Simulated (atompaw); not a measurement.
## Cs: one change to a PAW (atompaw) potential, before and after

```json
{
 "Element": "Cs (Z = 55)",
 "Generator": "atompaw 4.2.0.5",
 "Type": "PAW",
 "Functional": "LDA (PW92)",
 "Relativity": "scalar-relativistic",
 "Frozen core": "[Kr] 4d10",
 "Valence charge": "9",
 "Reference configuration": "5s2 5p6 5d0 6s0.75 6p0.25",
 "Partial waves": "5s (bound); 6s (bound); 5p (bound); 6p (bound); 5d (bound, empty); 5d channel at 2.6 Ry",
 "Local potential": "bessel scheme, radius 2.00 bohr",
 "Core correction": "smooth core density matched at 2.00 bohr",
 "Augmentation charge": "sinc compensation charge, radius 2.35 bohr; PAW radius 3.00 bohr; waves and projectors: bloechl"
}
```

Change: all radii scaled by about 1.13 (s 2.60, p 2.66, d 3.40 bohr); local potential bessel scheme, radius 2.26 bohr; augmentation sinc compensation charge, radius 2.66 bohr; PAW radius 3.40 bohr; waves and projectors: bloechl; core correction smooth core density matched at 2.26 bohr.

Cutoffs: the cutoffs (Ry, on a coarse ladder) from which the occupation-weighted sum of valence levels, in a spherical-Bessel basis at the reference potential, stays within 10 and 1 mRy of its value at 400 Ry; they do not see the model core or the augmentation charge, which bear on the density cutoff.

**Question.** What does the change do?

**Answer.** The potential gets softer (12 Ry and 15 Ry → 10 Ry and 12 Ry); neither file shows a bound ghost. A larger radius leaves more room for a smooth pseudo-wave, so fewer plane waves are needed.

```tsv
quantity	base	changed
cutoff, loose	12 Ry	10 Ry
cutoff, tight	15 Ry	12 Ry
loose cutoff by channel (10 mRy a level)	s 8 Ry, p 10 Ry	s 6 Ry, p 8 Ry
bound ghosts	none	none
lowest overlap eigenvalue by channel	s 0.41, p 0.63, d 0.84	s 0.46, p 0.68, d 0.89
```

 The cutoffs see the waves, projectors and local potential, not the compensation charge or the core.
